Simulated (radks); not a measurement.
Question: All-electron atom: the vanadium ion V16+ in [He] 2s2 2p3. Method: non-relativistic Kohn-Sham, PBEsol, spin-polarised, spherical densities, point nucleus; open shells are filled with parallel spins first; computed with a radial shooting solver on a logarithmic mesh with Libxc functionals. Some entries of the table are withheld. Estimate them.

| orbital | occ. | eigenvalue (hartree) | <r> (bohr) |
|---|---|---|---|
| 1s up | 1 | -222.1303 | 0.06694 |
| 1s down | 1 | -221.6271 | 0.06678 |
| 2s up | 1 | -43.83134 | (1) |
| 2s down | 1 | -42.94658 | (2) |
| 2p up | 3 | -41.30445 | 0.2516 |
| 2p down | 0 | -40.23549 | 0.2545 |
| 3s up | 0 | (3) | (4) |
| 3s down | 0 | (5) | (6) |
| 3p up | 0 | -16.51846 | 0.6790 |
| 3p down | 0 | -16.27214 | 0.6870 |

Answer: 
(1) 2s up <r> (bohr): 0.2910
(2) 2s down <r> (bohr): 0.2935
(3) 3s up eigenvalue (hartree): -17.32446
(4) 3s up <r> (bohr): 0.7048
(5) 3s down eigenvalue (hartree): -17.10611
(6) 3s down <r> (bohr): 0.7113
